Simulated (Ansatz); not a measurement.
Cost and result up the ladder for the cluster Be₇ (7 atoms). The state is a singlet with charge 0. Geometry: r2SCAN/def2-TZVP.

Cartesian coordinates in Å:
```
Be -1.3860 -0.8452 -0.7719
Be -0.2273 0.9447 -0.4887
Be 0.6908 -1.1386 -1.3461
Be 0.4788 1.2095 1.3062
Be 0.2234 -0.9310 0.4929
Be 1.7940 0.2173 -0.0256
Be -1.5737 0.5432 0.8331
```

Ansatz on 4 threads of Arm Neoverse V1 on a shared host. Times are rough, and most runs start from the orbitals of an earlier one. No level here is sound enough to serve as a yardstick. Binding counts from free atoms at the same level (Be singlet; other spins of the atoms weren't run), without zero-point energy or a counterpoise term.

LC-ωPBE has ω = 0.4 bohr⁻¹. B3LYP takes the VWN-RPA correlation. Correlated methods freeze no core orbitals. The structure comes from a short search, and lower isomers may exist.

Run but left out: HF/STO-3G, HF/6-31G, BHLYP/def2-TZVP (restricted singlet, unstable in another Hartree–Fock run and untested here); HF/def2-TZVP (restricted singlet, unstable towards broken spin symmetry).

Correlated methods converge slowly with the basis.

```tsv
level	functions	wall time	binding energy per atom (eV)	remarks
LDA (SPW92)/def2-TZVP	133	0.65 s	1.89	restricted SCF unstable in HF
B3LYP/6-31G	63	0.7 s	1.25	restricted SCF unstable in HF
MP2/def2-TZVP	133	1 s	1.24	restricted SCF unstable
PBE/def2-TZVP	133	1.1 s	1.62	restricted SCF unstable in HF
revPBE/def2-TZVP	133	1.1 s	1.47	restricted SCF unstable in HF
PBE0/def2-TZVP	133	1.3 s	1.52	restricted SCF unstable in HF
BLYP/def2-TZVP	133	1.4 s	1.29	restricted SCF unstable in HF
PBE/def2-TZVPD	154	1.6 s	1.62	restricted SCF unstable in HF
LC-ωPBE/def2-TZVP	133	1.6 s	1.38	restricted SCF unstable in HF
RPA@PBE/def2-TZVP	133	2.2 s	0.74	restricted SCF unstable in HF
r2SCAN/def2-TZVP (with forces)	133	2.5 s	1.62	restricted SCF unstable in HF
r2SCAN/def2-TZVPD	154	2.6 s	1.62	restricted SCF unstable in HF
CCSD(T)/def2-TZVPP	133	19 s	0.96	large T1 (0.039), restricted SCF unstable
CCSD(T)/def2-TZVPD	154	33 s	0.96	large T1 (0.039), restricted SCF unstable
```
